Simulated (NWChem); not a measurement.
System: C$_{4}$H$_{6}$S; SMILES C#C[C@H](C)S

```xyz
11

C      0.7761    -2.3512    -0.1493
C      0.2518    -1.2826     0.1283
C     -0.3931    -0.0099     0.4352
C     -1.7723     0.1232    -0.2254
S      0.7754     1.3451    -0.0964
H      1.2424    -3.2966    -0.3881
H     -0.4930     0.0718     1.5393
H     -1.6766     0.0807    -1.3273
H     -2.2422     1.0881     0.0500
H     -2.4389    -0.6989     0.1070
H      0.0267     2.3567     0.4291
```
Atoms are numbered in this order, from 1.

Results from NWChem. Geometry: optimised at PBE-D3(BJ)/def2-SVP. Level M06-L/def2-SVP: energy and gradient on several grids; changes count from the extra-fine grid, which is no exact limit either.

```
grid     size of the energy change (μHa)  largest change of a gradient component (μHa/bohr)  time, medium = 1 (rough)
-------  -------------------------------  -------------------------------------------------  ------------------------
xcoarse                            40000                                               8000                   about 1
coarse                              2000                                               1000                   about 1
medium                               100                                                300                   about 1
fine                                < 10                                                 80                   about 1
xfine                               < 10                                               < 30                         3
```
